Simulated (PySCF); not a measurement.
Exercise with solution: oscillator strength and radiative lifetime

C6H5F, SMILES C=C=C(F)C#CC.

Coordinates come from a B3LYP-D3(BJ)/def2-SVP optimisation. This is a generated structure with no PubChem entry under its InChIKey; it may be hypothetical.

TDA-M06-2X/def2-SVPD (PySCF) puts the first singlet state with f over 0.02 at 5.83 eV (vertical), with the transition dipole (1.106, -0.233, 0.191) in atomic units.

Q: Find the oscillator strength, the wavelength and the radiative lifetime that this transition would have in vacuum if emission retraced absorption.

A: 
|μ|² = 1.3140 au, so |μ| = 2.91 D. ΔE = 5.83/27.211 = 0.2142 hartree. f = (2/3) ΔE |μ|² = 0.188 (the program prints 0.188).
λ = 1239.84/5.83 = 213 nm; ν = 47022 cm⁻¹.
Einstein's coefficient A = 0.6670 ν² f s⁻¹ (ν in cm⁻¹) = 2.8e8 s⁻¹, so τ = 1/A = 3.6 ns. This state is S3; the lower singlets have f = 0.000, 0.000. The figure is the radiative limit of this one transition; relaxation, internal conversion, crossing to triplets and a medium change what is measured.
